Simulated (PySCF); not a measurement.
Dipole response of I (iodine, neutral)

[Kr] 4d10 5s2 5p5, 2P determinant. Computed with PySCF 2.14 in aug-cc-pwCVTZ-DK3 (10s9p7d4f1g, 109 functions), with scalar relativity by spin-free X2C-1e. Coupled (time-dependent) response in atomic units; α is the mean over directions.

```
   method  mean α (bohr³)         α xx, yy, zz  C₆ (like pair)  S(−4)
CAM-B3LYP           32.68  30.01, 34.02, 34.02           355.3  212.9
```

S(−4) is the Cauchy moment in α(ω) = α(0) + S(−4) ω² + …

Reference α: 32.9 ± 1.3 bohr³ (recommended; Schwerdtfeger and Nagle, table of static dipole polarizabilities (2023 update)). Published C₆: 385.0 (Chu and Dalgarno (2004); Tang, Norbeck and Certain (1976)).

Spin-orbit coupling is absent.

α(iu) at CAM-B3LYP:

| u (hartree) | α(iu) (bohr³) |
| --- | --- |
| 0 | 32.68 |
| 0.0500 | 32.16 |
| 0.100 | 30.72 |
| 0.200 | 26.28 |
| 0.300 | 21.50 |
| 0.500 | 14.17 |
| 0.750 | 8.981 |
| 1.00 | 6.195 |
| 1.50 | 3.555 |
| 2.00 | 2.384 |
| 3.00 | 1.352 |
| 5.00 | 0.6353 |

A single London oscillator, α(iu) = α/(1 + u²/ω²), gives C₆ = (3/4) ω α². Matching the computed C₆ needs ω = 4 × 355.3 / (3 × 32.68²) = 0.444 hartree.

The components differ because the open shell of this determinant is not spherical; for a pure term their mean is the scalar polarisability.
